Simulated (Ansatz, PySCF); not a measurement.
Species: sum formula GeSiH$_{3}$ (charge -1, singlet). It need not be the lowest isomer of its formula. Whether it binds its extra electron was not tested at this geometry. 
Coordinates optimised at B3LYP-D3(BJ)/def2-TZVP (Ansatz, a first-principles code):
```
Ge
H 1 1.5687
H 1 1.5701 2 102.80
Si 1 2.2492 2 124.44 3 180.00
H 4 1.5394 1 91.11 2 -180.00
```
Charge -1, spin multiplicity 1.

Total electronic energies in hartree. Valence correlation only, unless marked. Spin-orbit coupling is left out. The frozen core is the preceding noble-gas configuration, with the filled d and f shells of earlier blocks. No relativistic terms. FCI takes restricted orbitals. CBS(X,Y): correlation extrapolated as X^-3; Hartree-Fock from the larger set. [CCSD(T)-MP2]/basis is that difference in the basis named.

The Hartree-Fock reference is unstable (checked in the largest basis), which strains HF and MP2. 

| level | program | energy (Eh) |
|---|---|---|
| PBE0/def2-SVP | Ansatz | -2367.53937 |
| PBE0-D4/def2-TZVPD | Ansatz + dftd4 | -2367.91000 |
| PBE0/def2-QZVPP | Ansatz | ___ |
| TPSSh-D3(BJ)/def2-TZVPD | PySCF + dftd3 | ___ |
| CAM-B3LYP-D3(BJ)/def2-TZVPD | Ansatz + dftd3 | ___ |
| SCS-MP2/6-31G* | Ansatz | -2365.86162 |
| CCSD/6-31G | Ansatz | -2365.74872 |
| FCI/STO-3G | Ansatz | -2338.94830 |
| RI-MP2/CBS(def2-TZVPPD,def2-QZVPPD)+[CCSD(T)-MP2]/def2-TZVPPD | Ansatz | -2366.3887 |

Problem. What belongs in the gaps?

Solution. 
- PBE0/def2-QZVPP, energy (Eh): -2367.96191
- TPSSh-D3(BJ)/def2-TZVPD, energy (Eh): -2368.28342
- CAM-B3LYP-D3(BJ)/def2-TZVPD, energy (Eh): -2368.41388
